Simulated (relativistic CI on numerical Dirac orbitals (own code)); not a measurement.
## Sensitivity of the levels of Cr²⁺ to α and to the nuclear radius

Computed by Dirac-Coulomb-Breit CI, separate exchange-only KLI orbitals for each configuration, valence Slater integrals scaled by 0.85, P86 correlation energy added to each configuration, derivatives by finite differences, QED left out (own radial code, finite nucleus).

Configuration list (outside the closed core [Ar]): 3d⁴, 3d³4s, 3d³4p, 3d²4s², 3d³4d, 3d²4s4p, 3d³4f, 3d²4p². Levels of other configurations are missing.

With x = (α/α₀)² − 1 an excitation energy changes as ω = ω₀ + qx; K = 2q/ω₀ is the relative enhancement. Terms are leading LS components, so labels can repeat. The field-shift factor is F = δν/δ⟨r²⟩ for the transition from the lowest level.

Lowest level 3d⁴ ⁵D0.

```tsv
Level	ω₀ (cm⁻¹)	q (cm⁻¹)	F (GHz/fm²)
3d⁴ ⁵D1	56.1	58.1	0.000397
3d⁴ ⁵D2	165.4	169	0.00117
3d⁴ ⁵D3	323.1	324.7	0.00228
3d⁴ ⁵D4	523.5	516.4	0.00365
3d⁴ ³H4	16804.0	27.94	0.0343
3d⁴ ³H5	16909.1	143.3	0.0351
3d⁴ ³H6	17023.6	260.8	0.0359
3d⁴ ³P0	17994.1	-453	0.048
3d⁴ ³P1	18346.4	-89.18	0.0506
3d⁴ ³P2	18968.6	506.3	0.0549
3d⁴ ³F2	19223.5	87.29	0.0472
3d⁴ ³F3	19272.6	112	0.0471
3d⁴ ³F4	19338.0	161.1	0.0473
3d⁴ ³G3	21152.9	96.34	0.0452
3d⁴ ³G4	21286.1	235.7	0.0461
3d⁴ ³G5	21409.9	330.3	0.0467
3d⁴ ¹I6	25350.5	140.1	0.0505
3d⁴ ¹G4	26552.9	225.4	0.058
3d⁴ ³D3	27423.7	120.6	0.0589
3d⁴ ³D2	27472.5	163	0.0594
3d⁴ ³D1	27535.1	238.3	0.0598
3d⁴ ¹S0	30890.7	210.3	0.0671
3d⁴ ¹D2	33021.3	142.6	0.087
```

For a near-neutral ion this model can misplace configurations by up to about 10,000 cm⁻¹ (more where the count of f electrons changes) and terms by 10 to 25 % of their spread. Rates follow the energies as ν³ (E1, M1) or ν⁵ (E2), so they and the lifetimes can be off by large factors. The fine structure of a lone outer electron comes out too small, for d and f at times inverted, and misplaced configurations move strength between like terms.

**Question.** Which transition from the lowest level has the largest |K|?

**Answer.** 3d⁴ ⁵D1 at 56.1 cm⁻¹, K = 2.07.
